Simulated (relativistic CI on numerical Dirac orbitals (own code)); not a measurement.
Gd42+: computed level list

Method of calculation: Dirac-Coulomb-Breit CI, orbitals from a KLI potential per configuration, QED by a radiative potential, unscaled Slater integrals (own radial code, finite nucleus).

CI space (outside the closed core [Ne]): 3s²3p⁶3d⁴, 3s²3p⁵3d⁵, 3s3p⁶3d⁵, 3s²3p⁶3d³4s, 3s²3p⁶3d³4p, 3s²3p⁶3d³4d, 3s²3p⁵3d⁴4s, 3s²3p⁶3d³4f, 3s3p⁶3d⁴4s, 3p⁶3d⁵4p, 3p⁶3d⁶, 3p⁵3d⁷, 3p⁵3d⁶4s, 3p⁶3d⁵4s, 3p⁵3d⁵4s², 3s²3p⁶3d²4s², 3s²3p⁶3d4s²4p, 3s²3p⁶3d4s²4d. Double excitations out of closed p, d and f shells are left out; levels of such configurations are missing from the list, as are those of other unlisted configurations, and high levels can miss mixing partners.

The lowest level is 3s²3p⁶3d⁴ ³P0, with 57 % of that term; Hund's rules for 3s²3p⁶3d⁴ give ⁵D with J = 0, of which the calculation keeps J, while another term leads.

```
No.  Configuration  Term  J  E (cm⁻¹)   %          jj configuration (%)
  1      3s²3p⁶3d⁴    ³P  0         0  57                  3d3/2^4 (97)
  2      3s²3p⁶3d⁴    ⁵D  1    229182  63            3d3/2^3 3d5/2 (97)
  3      3s²3p⁶3d⁴    ³F  4    313721  30            3d3/2^3 3d5/2 (97)
  4      3s²3p⁶3d⁴    ⁵D  2    318830  51            3d3/2^3 3d5/2 (83)
  5      3s²3p⁶3d⁴    ⁵D  3    346571  30            3d3/2^3 3d5/2 (87)
  6      3s²3p⁶3d⁴    ⁵D  0    522673  64          3d3/2^2 3d5/2^2 (96)
  7      3s²3p⁶3d⁴    ⁵D  4    539938  40          3d3/2^2 3d5/2^2 (95)
  8      3s²3p⁶3d⁴    ⁵D  2    540008  38          3d3/2^2 3d5/2^2 (87)
  9      3s²3p⁶3d⁴    ⁵D  3    555809  45          3d3/2^2 3d5/2^2 (86)
 10      3s²3p⁶3d⁴    ³H  5    583584  68         3d3/2^2 3d5/2^2 (100)
 11      3s²3p⁶3d⁴    ³H  6    603430  51          3d3/2^2 3d5/2^2 (99)
 12      3s²3p⁶3d⁴    ³P  1    611452  46          3d3/2^2 3d5/2^2 (92)
 13      3s²3p⁶3d⁴    ³G  4    640165  58          3d3/2^2 3d5/2^2 (97)
 14      3s²3p⁶3d⁴    ³F  3    644720  44          3d3/2^2 3d5/2^2 (94)
 15      3s²3p⁶3d⁴    ³D  2    653371  36          3d3/2^2 3d5/2^2 (95)
 16      3s²3p⁶3d⁴    ³F  2    739715  45          3d3/2^2 3d5/2^2 (91)
 17      3s²3p⁶3d⁴    ³F  4    765809  60          3d3/2^2 3d5/2^2 (78)
 18      3s²3p⁶3d⁴    ¹G  4    850110  29            3d3/2 3d5/2^3 (77)
 19      3s²3p⁶3d⁴    ³F  3    850933  46            3d3/2 3d5/2^3 (94)
 20      3s²3p⁶3d⁴    ³P  2    851529  45          3d3/2^2 3d5/2^2 (86)
 21      3s²3p⁶3d⁴    ³G  5    886251  68           3d3/2 3d5/2^3 (100)
 22      3s²3p⁶3d⁴    ³D  1    887448  58            3d3/2 3d5/2^3 (94)
 23      3s²3p⁶3d⁴    ¹I  6    892114  51            3d3/2 3d5/2^3 (99)
 24      3s²3p⁶3d⁴    ³P  0    915936  59            3d3/2 3d5/2^3 (57)
 25      3s²3p⁶3d⁴    ³F  2    951031  51            3d3/2 3d5/2^3 (86)
 26      3s²3p⁶3d⁴    ¹F  3    963035  37            3d3/2 3d5/2^3 (96)
 27      3s²3p⁶3d⁴    ¹S  0   1049144  71          3d3/2^2 3d5/2^2 (50)
 28      3s²3p⁶3d⁴    ³F  3   1063817  67            3d3/2 3d5/2^3 (99)
 29      3s²3p⁶3d⁴    ³P  1   1069617  92            3d3/2 3d5/2^3 (97)
 30      3s²3p⁶3d⁴    ¹G  4   1073089  72            3d3/2 3d5/2^3 (93)
 31      3s²3p⁶3d⁴    ¹D  2   1101966  66            3d3/2 3d5/2^3 (73)
 32      3s²3p⁶3d⁴    ³F  4   1197912  49                  3d5/2^4 (94)
 33      3s²3p⁶3d⁴    ¹D  2   1286509  45                  3d5/2^4 (81)
 34      3s²3p⁶3d⁴    ¹S  0   1472318  57                  3d5/2^4 (82)
 35     3p⁵3d⁵(4P)   ⁵D°  4   2215260  35            3p3/2^3 3d5/2 (77)
 36     3p⁵3d⁵(4P)   ³P°  2   2275323  24            3p3/2^3 3d5/2 (90)
 37     3p⁵3d⁵(4P)   ⁵P°  3   2323947  29            3p3/2^3 3d5/2 (79)
 38     3p⁵3d⁵(6S)   ⁷P°  4   2432834  40  3p3/2^3 3d3/2^3 3d5/2^2 (66)
 39     3p⁵3d⁵(2F)   ³F°  3   2481679  19  3p3/2^3 3d3/2^3 3d5/2^2 (80)
 40     3p⁵3d⁵(4D)   ⁵F°  5   2507089  36  3p3/2^3 3d3/2^3 3d5/2^2 (93)
 41     3p⁵3d⁵(4G)   ⁵G°  6   2511797  44  3p3/2^3 3d3/2^3 3d5/2^2 (90)
 42     3p⁵3d⁵(2F)   ³F°  2   2516156  25  3p3/2^3 3d3/2^3 3d5/2^2 (93)
 43     3p⁵3d⁵(4D)   ⁵P°  1   2521525  51  3p3/2^3 3d3/2^3 3d5/2^2 (87)
 44     3p⁵3d⁵(4P)   ⁵D°  3   2548683  32  3p3/2^3 3d3/2^3 3d5/2^2 (93)
 45     3p⁵3d⁵(2F)   ³F°  4   2550099  37  3p3/2^3 3d3/2^3 3d5/2^2 (91)
```

Energies count from the lowest computed level; ° marks odd parity. Percentages are summed over parent terms; the parents shown are those of the largest component, closed shells are left out there. Filled j subshells are mostly left out of the jj labels.

The mean weight of the leading LS term, summed over parents, in these 45 levels is 48 %, and that of the leading jj configuration (from the same eigenvectors) 88 %, so jj coupling describes them better and the LS labels are nominal.

At this charge energies of transitions that change n are usually good to better than 1 %, and those within a shell (Δn = 0) to a few per cent.

LS names give the leading component of a level, which can be under half, so a name can repeat, a term be missing and a line seem to break the LS rules.
